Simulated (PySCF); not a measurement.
C3H8BNO, SMILES C(CB(O)N)=C.

Coordinates come from a PBE-D3(BJ)/def2-SVP optimisation. One conformer was computed; it need not be the lowest.

All values below come from PBE/def2-TZVP in PySCF.

The molecule is in vacuum.

```yaml
total_energy: -273.79838 hartree
highest_occupied_level: -5.91 eV
lowest_empty_level: -0.68 eV
orbital_gap: 5.24 eV
dipole_moment: 2.43 D
quadrupole, principal values (traceless, Buckingham form, about the centre of nuclear charge): -4.69, -2.30, 6.99 D·Å
mean_static_polarisability: 65.1 bohr³ (9.65 Å³)
polarisability_principal_values: 53.0, 60.4, 82.0 bohr³
```
